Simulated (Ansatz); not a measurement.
```xyz
25

C     3.4329   -0.7432    0.4965
C     3.3616   -0.4380   -0.9974
C     2.0168   -0.1040   -1.4399
C     0.8959    0.1732   -1.7782
C    -0.4705    0.4891   -2.1656
C    -1.5150   -0.0791   -1.2028
C    -1.4057    0.4801    0.2040
C    -2.4307   -0.1034    1.1617
C    -2.3158    0.4609    2.5670
H     4.4557   -0.9888    0.7903
H     3.1035    0.1163    1.0830
H     2.7901   -1.5882    0.7498
H     3.7261   -1.2986   -1.5688
H     4.0348    0.3922   -1.2376
H    -0.5854    1.5779   -2.2257
H    -0.6546    0.1057   -3.1748
H    -2.5103    0.1338   -1.6084
H    -1.4142   -1.1692   -1.1733
H    -0.3965    0.2914    0.5873
H    -1.5187    1.5715    0.1707
H    -3.4389    0.0810    0.7721
H    -2.3138   -1.1931    1.1920
H    -2.4602    1.5451    2.5688
H    -1.3275    0.2613    2.9907
H    -3.0596    0.0259    3.2385
```

Charge 0, multiplicity 1.

(1) List the B3LYP/def2-TZVPP orbital energies in eV (the Gaussian-basis code of Ansatz). (Estimate.)

Results:

(1) The calculation gave: Occupied: -277.29, -277.21, -276.70, -276.64, -276.54, -276.45, -276.37, -276.36, -276.30, -22.26, -21.67, -21.02, -19.59, -18.58, -17.32, -16.52, -15.73, -13.48, -12.96, -12.51, -12.39, -12.21, -11.48, -11.17, -10.88, -10.74, -10.15, -10.01, -9.85, -9.39, -9.07, -8.90, -8.80, -6.88, -6.82. Lowest empty: 0.74, 0.83, 1.25, 1.41, 1.78, 1.97, 2.04, 2.29.

B3LYP here is the variant with VWN-RPA as its local correlation; programs differ in this.
